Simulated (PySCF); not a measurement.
Computed properties of Ga(I)(OH)2 (GaH₂IO₂), SMILES [I][Ga]([OH])[OH]

Ga(I)(OH)2 (GaH2IO2), SMILES [OH][Ga]([I])[OH]. The structure is a stationary point at B3LYP-D3(BJ)/def2-SVP. The structure was generated by enumeration; whether it is a known compound was not checked. The def2 effective core potentials stand for the cores of I; spin–orbit coupling is left out. The values are those of a single conformer. All values are computed for the isolated molecule unless a solvent is named; none is compared with measurement here.

**Structure.** The optimised structure has Cs symmetry. All 12 harmonic modes at B3LYP-D3(BJ)/def2-SVP (PySCF) are real, so it is a minimum. With heavy atoms numbered as in [Ga:1]([I:2])([OH:3])[OH:5], the shortest bond between them is Ga1–O3 at 1.778 Å and the longest Ga1–I2 at 2.487 Å.

**Vibrations.** The strongest infrared lines (harmonic, unscaled, degenerate partners summed) lie at 321 cm⁻¹ (210 km/mol, H 92 %, O 8 %), 841 cm⁻¹ (126 km/mol, H 90 %, O 8 %), 733 cm⁻¹ (110 km/mol, O 74 %, Ga 23 %). The softest mode is at 118 cm⁻¹ and the zero-point energy is 17.3 kcal/mol.

**Electronic structure.** M06-2X/def2-TZVP (PySCF) places the frontier levels at -9.18 and -0.74 eV, a gap of 8.44 eV, and gives a dipole moment of 1.42 D and a mean polarisability of 61.9 bohr³. PBE/def2-TZVP (PySCF) at the same geometry gives -6.80 and -2.45 eV, so its gap is 4.09 eV narrower. An orbital gap is neither the optical nor the fundamental gap.

**Excitations.** TDA-M06-2X/def2-SVPD (PySCF) has S1 at 5.36 eV (231 nm, f = 0.025, weak); the most intense of the 10 singlets computed lies at 7.33 eV (f = 0.28). T1 (TDA) is at 5.00 eV, 0.36 eV under S1. TDA-PBE/def2-SVPD (PySCF) puts S1 at 4.42 eV. No vertical singlet excitation falls in the visible range (under 3.1 eV).
